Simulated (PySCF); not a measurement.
Input for PySCF: R-HF/STO-3G on C2H6S (SMILES CCS), a point of a torsion scan.

```python
from pyscf import gto, scf, dft, mp
from pyscf.data.elements import chemcore

mol = gto.M(
    atom='''
    C    -0.82481776    0.46495603    0.10932137
    C     0.12208407   -0.70205996   -0.08975199
    S     1.78521965   -0.29392688    0.59252041
    H    -1.80156329    0.22514866   -0.30634681
    H    -0.44202886    1.35328271   -0.38809956
    H    -0.93743484    0.68547951    1.16840313
    H    -0.23381270   -1.58826703    0.43078780
    H     0.25267034   -0.92743168   -1.14844179
    H     2.03568567   -1.48638495    1.12451875
    ''',
    basis='sto-3g',
    charge=0, spin=0, verbose=3, max_memory=1800)
mf = scf.RHF(mol)
mf.conv_tol = 1e-8
mf.max_cycle = 100
mf.kernel()
if not mf.converged:
    mf = mf.newton().run(mf.mo_coeff, mf.mo_occ)
```

Output:

```
converged SCF energy = -471.47181608922
```

The run converged.

Cost: roughly 0.07 core-seconds.
